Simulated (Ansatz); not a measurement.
```yaml
crystal:
  periodic: [false, false, false]
  atoms:
    - {symbol: C, position_ang: [-0.563967, 2.073834, -0.154169]}
    - {symbol: C, position_ang: [-0.022912, 0.835520, 0.201041]}
    - {symbol: N, position_ang: [-0.295164, -0.245391, -0.467522]}
    - {symbol: Si, position_ang: [0.340754, -1.812300, -0.082350]}
    - {symbol: H, position_ang: [-1.227709, 2.139364, -1.007633]}
    - {symbol: H, position_ang: [-0.332049, 2.969779, 0.408035]}
    - {symbol: H, position_ang: [0.645352, 0.821291, 1.075266]}
    - {symbol: H, position_ang: [1.095197, -2.311120, -1.260699]}
    - {symbol: H, position_ang: [-0.800463, -2.725649, 0.182163]}
    - {symbol: H, position_ang: [1.243959, -1.796628, 1.108868]}
basis:
  gaussian: {orbitals: def2-SVP, point_charges: [{charge: 2.00, position_ang: [5.947, 0.108, 0.242]}]}
magnetization: {spin_polarized: true, initial_magnetization: 1}
hamiltonian: {xc: {name: B3LYP5}}
output: {forces: true}
```

```sh
$ ansatz run in.yaml --threads 4 --pin off --events-out ev --progress --plain --max-ram 10444MiB
```

Shortened log:

```
Functional definition: B3LYP5
908 factors; integrals over basis functions are off by at most 1.3e-3 eV
mean field evaluation 1: about -11523.9528 eV, gradient 3.2e1 eV
mean field evaluation 2: about -11516.0696 eV, gradient 5.1e1 eV
mean field evaluation 4: about -11529.1572 eV, gradient 4.1e0 eV
mean field evaluation 8: about -11529.3759 eV, gradient 3.9e-1 eV
mean field evaluation 16: about -11529.3773 eV, gradient 4.5e-4 eV
mean field -11529.37731907 eV, -423.6968015833 hartree, gradient 4.4e-5 eV, S^2 0.773198; 0 other end points of the search recorded, 0 dependent functions left out
reference -11529.37758000 eV, -423.6968111721 hartree; 20, 19 occupied and 70, 71 virtual orbitals, 908 factors
Total energy: -11529.37758000 eV, -423.6968111721 hartree
Atom 0 at    -0.563967     2.073834    -0.154169 Å, force     0.083857     0.116141     0.054459 eV/Å
Atom 1 at    -0.022912     0.835520     0.201041 Å, force    -0.202380     0.279843    -0.205024 eV/Å
Atom 2 at    -0.295164    -0.245391    -0.467522 Å, force     0.188954    -0.249180    -0.186008 eV/Å
Atom 3 at     0.340754    -1.812300    -0.082350 Å, force    -0.731913    -0.445305    -0.156743 eV/Å
Atom 4 at    -1.227709     2.139364    -1.007633 Å, force    -0.253853     0.018681    -0.267946 eV/Å
Atom 5 at    -0.332049     2.969779     0.408035 Å, force     0.030934     0.329984     0.206047 eV/Å
Atom 6 at     0.645352     0.821291     1.075266 Å, force     0.253859     0.027292     0.430120 eV/Å
Atom 7 at     1.095197    -2.311120    -1.260699 Å, force     0.243200    -0.025557    -0.079484 eV/Å
Atom 8 at    -0.800463    -2.725649     0.182163 Å, force     0.092905    -0.076250     0.041119 eV/Å
Atom 9 at     1.243959    -1.796628     1.108868 Å, force     0.361296     0.072789     0.172497 eV/Å
Dipole moment:    -0.233374     0.301361     0.123317 e Å
```

Hardware: 4 threads of an Intel Xeon Platinum 8488C on a shared host. Wall time 1.2 s, peak host memory 0.22 GiB.
